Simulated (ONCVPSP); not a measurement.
**What one change does to a pseudopotential (Gd (Z = 64), ONCV)**

ONCVPSP 4.0.1 input, shortened (lines: element, Z, core and valence counts, functional; n l f; lmax; l rc ep ncon nbas qcut; lloc lpopt rc5 dvloc0; l nproj debl; icmod fcfact rcfact), LDA (Perdew-Wang 92), scalar-relativistic:

```
  Gd 64.00    9    6  -001012      upf
    1    0    2.00
    2    0    2.00
    2    1    6.00
    3    0    2.00
    3    1    6.00
    3    2   10.00
    4    0    2.00
    4    1    6.00
    4    2   10.00
    4    3    7.00
    5    0    2.00
    5    1    6.00
    5    2    1.00
    6    0    1.75
    6    1    0.25
    3
    0    1.90    0.00    4    9    6.80
    1    3.00    0.00    4    8    5.20
    2    2.60    0.00    3    6    3.70
    3    0.85    0.00    4    8   19.00
    4    5    0.70    0.00
    0    3    1.50
    1    2    2.90
    2    1    2.60
    3    2    3.60
    0    0.00    0.00
```

All-electron outer shells of the reference configuration (LDA (PZ), scalar-relativistic, ld1.x):

```tsv
shell	level (eV)	outermost node (bohr)	outermost maximum (bohr)
4p	-276.14	0.29	0.54
4d	-147.91	0.27	0.56
5s	-50.20	0.65	1.20
5p	-27.70	0.70	1.35
4f	-9.24	–	0.56
6s	-4.48	1.60	3.33
5d	-2.96	0.79	1.97
6p	-1.56	1.92	4.55
```

Change: all radii scaled by about 1.28 (s 2.44, p 3.84, d 3.34, f 1.08 bohr); local potential polynomial inside 0.90 bohr (lpopt 5, dvloc0 0 Ha).

Cutoffs: the cutoffs (Ha) at which the residual kinetic energy of the hardest occupied pseudo-wave falls to 1 and 0.1 mHa per electron; they do not see the model core or the augmentation charge, which bear on the density cutoff. Errors are all-electron minus pseudo energies relative to the spin-unpolarised reference configuration.

Problem. Predict the effect on cutoff, ghosts and configuration errors.

Solution. The potential gets softer (158 Ha and 174 Ha → 130 Ha and 145 Ha); the bound ghosts move from d, p, s to p, s; of the 4 tests that both files solve, the error grows in 2 and shrinks in 1 by more than 15 % and 0.3 meV (median size 3.7 → 8.7 meV). A larger radius leaves more room for a smooth pseudo-wave, so fewer plane waves are needed.

| quantity | base | changed |
| --- | --- | --- |
| cutoff, loose | 158 Ha | 130 Ha |
| cutoff, tight | 174 Ha | 145 Ha |
| loose cutoff by channel | s 16 Ha, p 7.5 Ha, d 7.0 Ha, f 158 Ha | s 12 Ha, p 6.4 Ha, d 5.3 Ha, f 130 Ha |
| bound ghosts | s, p, d | s, p |
| GHOST(+) flags under 300 eV | none | d at 68.2 eV |
| error for 4f7 5s2 5p6 5d1 6s2 6p0, meV [ΔE -0.72 eV] | +0.1 | +0.1 |
| error for 4f7 5s2 5p6 5d1 6s1 6p0, meV [ΔE 6.13 eV] | -1.7 | -2.6 |
| error for 4f7 5s2 5p6 5d1 6s0 6p0, meV [ΔE 18.50 eV] | -5.7 | -15 |
| error for 4f7 5s2 5p5 5d1 6s2 6p0, meV [ΔE 31.73 eV] | -78 | -22 |

 A true bound ghost makes a file unfit for plane-wave use even where its test errors are small: the radial tests pick states by their node count and pass the ghost by.
